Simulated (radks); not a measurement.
Q: The mean radii <r> (bohr) of the occupied orbitals of an atom or ion are listed with their occupations. All-electron calculation, scalar-relativistic Kohn-Sham, PBE, spin-unpolarised, spherical densities, finite nucleus; Fermi nuclear charge, rms radius of each element as measured or else 0.836 A^(1/3) + 0.57 fm. Program: a radial shooting solver on a logarithmic mesh with Libxc functionals.

| orbital | occ. | <r> |
|---|---|---|
| 1s | 2 | 0.01606 |
| 2s | 2 | 0.06762 |
| 2p | 6 | 0.06144 |
| 3s | 2 | 0.1746 |
| 3p | 6 | 0.1765 |
| 3d | 10 | 0.1599 |
| 4s | 2 | 0.3843 |
| 4p | 6 | 0.4100 |
| 4d | 10 | 0.4310 |
| 5s | 2 | 0.8538 |
| 4f | 14 | 0.4538 |
| 5p | 6 | 0.9769 |
| 5d | 10 | 1.292 |
| 6s | 2 | 2.176 |

Name the element and its charge.

A: Z = 82, lead, charge +2: Pb2+ in [Hg]. The 1s radius gives Z: for a bare nucleus <r> = (2 gamma + 1)/(2Z) with gamma = sqrt(1 - (Z/c)^2), 0.01587 bohr for Z = 82, and screening makes it slightly larger (0.01606 here). The occupations add up to 80, and the charge is Z minus that.
